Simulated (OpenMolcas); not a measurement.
## Nb3+: input and output

Nb3+ among 6 point charges of -1 e arranged as an octahedron (Oh), 1.98 Å from the ion. With inversion symmetry the input lists one of each pair of outer charges.

Input:

```
&GATEWAY
Coord
1

Nb 0.0 0.0 0.0
Basis=ANO-RCC-VDZP
Group=XYZ
NoMove
AngMom=0.0 0.0 0.0
AMFI
XField
3 Angstrom 0
1.980000 0.000000 0.000000 -1.000000
0.000000 1.980000 0.000000 -1.000000
0.000000 0.000000 1.980000 -1.000000
&SEWARD
* reference wave functions (RASSCF and RASSI steps not shown): 2 electrons in 5 orbitals (4d)
>>> COPY JOB001 $Project.JobIph
&CASPT2
Multistate=10 1 2 3 4 5 6 7 8 9 10
NoMult
Frozen=8 6
IPEA=0.25
Imaginary=0.1
MaxIter=60
WThr=0.0 0.3 0.05
PrWF=0.5
NoMix
>>> COPY JOB002 $Project.JobIph
&CASPT2
Multistate=15 1 2 3 4 5 6 7 8 9 10 11 12 13 14 15
NoMult
Frozen=8 6
IPEA=0.25
Imaginary=0.1
MaxIter=60
WThr=0.0 0.3 0.05
PrWF=0.5
NoMix
```

Output, cut to the results:

```
--- CASPT2 ---
Orbital specifications:
      -----------------------

      Symmetry species                           1   2
                                                ag  au
      Frozen orbitals                            8   6
      Inactive orbitals                          1   3
      Active orbitals                            5   0
      Secondary orbitals                         7  13
      Deleted orbitals                           0   0
      Number of basis functions                 21  22
Type of calculation                        SS-CASPT2
      Fock operator                              state-specific
      IPEA shift                                 0.25
      Real shift                                 0.00
      Imaginary shift                            0.10
      The input orbitals will be transformed to quasi-canonical
Reference energy:       -3820.0531153290
      E2 (Non-variational):      -0.1719136984
      Shift correction:          -0.0001259949
      E2 (Variational):          -0.1720396933
      Total energy:           -3820.2251550223
      Residual norm:              0.0000000789
      Reference weight:           0.95803
      Contributions to the CASPT2 correlation energy
      Active & Virtual Only:         -0.0043764500
      One Inactive Excited:          -0.0615264187
      Two Inactive Excited:          -0.1060108298
Reference energy:       -3820.0531153290
      E2 (Non-variational):      -0.1718808186
      Shift correction:          -0.0001258928
      E2 (Variational):          -0.1720067115
      Total energy:           -3820.2251220404
      Residual norm:              0.0000000789
      Reference weight:           0.95805
      Contributions to the CASPT2 correlation energy
      Active & Virtual Only:         -0.0043758193
      One Inactive Excited:          -0.0614948563
      Two Inactive Excited:          -0.1060101430
::    CASPT2 Root  1     Total energy:  -3820.22515502
::    CASPT2 Root  2     Total energy:  -3820.22512204
::    CASPT2 Root  3     Total energy:  -3820.22506230
::    CASPT2 Root  4     Total energy:  -3820.18373139
::    CASPT2 Root  5     Total energy:  -3820.18496617
::    CASPT2 Root  6     Total energy:  -3820.18494893
::    CASPT2 Root  7     Total energy:  -3820.13714276
::    CASPT2 Root  8     Total energy:  -3820.14643251
::    CASPT2 Root  9     Total energy:  -3820.14655158
::    CASPT2 Root 10     Total energy:  -3820.14656069
--- CASPT2 ---
Orbital specifications:
      -----------------------

      Symmetry species                           1   2
                                                ag  au
      Frozen orbitals                            8   6
      Inactive orbitals                          1   3
      Active orbitals                            5   0
      Secondary orbitals                         7  13
      Deleted orbitals                           0   0
      Number of basis functions                 21  22
Type of calculation                        SS-CASPT2
      Fock operator                              state-specific
      IPEA shift                                 0.25
      Real shift                                 0.00
      Imaginary shift                            0.10
      The input orbitals will be transformed to quasi-canonical
Reference energy:       -3820.0052288904
      E2 (Non-variational):      -0.1799703644
      Shift correction:          -0.0003300220
      E2 (Variational):          -0.1803003865
      Total energy:           -3820.1855292769
      Residual norm:              0.0000002239
      Reference weight:           0.95069
      Contributions to the CASPT2 correlation energy
      Active & Virtual Only:         -0.0103096208
      One Inactive Excited:          -0.0608793585
      Two Inactive Excited:          -0.1087813852
Reference energy:       -3820.0052288904
      E2 (Non-variational):      -0.1799924226
      Shift correction:          -0.0002189270
      E2 (Variational):          -0.1802113496
      Total energy:           -3820.1854402401
      Residual norm:              0.0000004754
      Reference weight:           0.95245
      Contributions to the CASPT2 correlation energy
      Active & Virtual Only:         -0.0099583908
      One Inactive Excited:          -0.0612551040
      Two Inactive Excited:          -0.1087789279
::    CASPT2 Root  1     Total energy:  -3820.18552928
::    CASPT2 Root  2     Total energy:  -3820.18544024
::    CASPT2 Root  3     Total energy:  -3820.18563967
::    CASPT2 Root  4     Total energy:  -3820.18255971
::    CASPT2 Root  5     Total energy:  -3820.18256257
::    CASPT2 Root  6     Total energy:  -3820.14307950
::    CASPT2 Root  7     Total energy:  -3820.13527958
::    CASPT2 Root  8     Total energy:  -3820.13540161
::    CASPT2 Root  9     Total energy:  -3820.13540662
::    CASPT2 Root 10     Total energy:  -3820.12384359
::    CASPT2 Root 11     Total energy:  -3820.12383806
::    CASPT2 Root 12     Total energy:  -3820.12384397
::    CASPT2 Root 13     Total energy:  -3820.08776446
::    CASPT2 Root 14     Total energy:  -3820.08775272
::    CASPT2 Root 15     Total energy:  -3820.02748009
```

Spin-orbit levels above the lowest (labels of O, the rotations of Oh), with the averaged single-state CASPT2 energies on the diagonal:

| E (cm-1) | Degeneracy | Label | 2S+1 |
| --- | --- | --- | --- |
| 0 | 2 | E | 3 |
| 77 | 3 | T2 | 3 |
| 970 | 3 | T1 | 3 |
| 1420 | 1 | A1 | 3 |
| 8500 | 3 | T2 | 1 (51 %) |
| 9190 | 1 | A2 | 3 |
| 9680 | 3 | T1 | 3 |
| 9720 | 2 | E | 3 |
| 9900 | 2 | E | 1 |
| 10060 | 3 | T2 | 3 (52 %) |
| 17060 | 1 | A1 | 3 |
| 17570 | 3 | T1 | 3 |
| 18090 | 3 | T2 | 3 |
| 18180 | 2 | E | 3 |
| 18780 | 1 | A1 | 1 |
| 19550 | 3 | T2 | 3 (68 %) |
| 20820 | 3 | T2 | 1 (64 %) |
| 22840 | 3 | T1 | 1 |
| 30800 | 2 | E | 1 |
| 44050 | 1 | A1 | 1 |

Roots that are degenerate in the reference are averaged as groups; the widest CASPT2 spread within a group is 270 cm-1 (the 3-fold group of multiplicity 3 near 8900 cm-1 above the lowest state of its run). Shifts and gaps below about the spread of the groups concerned are not significant. An orbital triplet at a regular site is open to Jahn-Teller coupling, which can distort the site and quench the lowest spin-orbit gaps and is left out. This field is weak: 10Dq is about 10448 cm-1, while octahedral complexes of 4d ions of charge 3 and more, computed by the same method with explicit ligands, had a median near 25000 cm-1. Ground spin and moment need not be those of a real site. Free-ion shares, where given, are those of the reference states; single-state CASPT2 does not remix them. Point charges carry no covalency, so the field is a model and not that of real ligands. No measured value stands beside these numbers.
